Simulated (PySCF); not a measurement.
Te(GeH3)(OSiH3) (GeH6OSiTe), SMILES [SiH3]O[Te][GeH3].

The structure is a stationary point at B3LYP-D3(BJ)/def2-SVP. The def2 effective core potentials stand for the cores of Te; spin–orbit coupling is left out. Other conformers were not sampled.

Vertical ionisation energy (IE) and electron affinity (EA) in eV. Rows of orbital energies are one-electron estimates. Where ΔSCF, EOM or ADC give a negative EA the extra electron is unbound and the value depends on the basis.

```tsv
level	IE	EA
−ε(HOMO), −ε(LUMO), PBE0/def2-TZVP (PySCF)	6.43	2.31
−ε(HOMO), −ε(LUMO), PBE/def2-TZVP (PySCF)	…	…
```

Problem. What belongs in the gaps? (Estimate from the structure and the level; the computed values follow.)

Solution. 
- −ε(HOMO), −ε(LUMO), PBE/def2-TZVP (PySCF), IE: 5.36
- −ε(HOMO), −ε(LUMO), PBE/def2-TZVP (PySCF), EA: 3.17
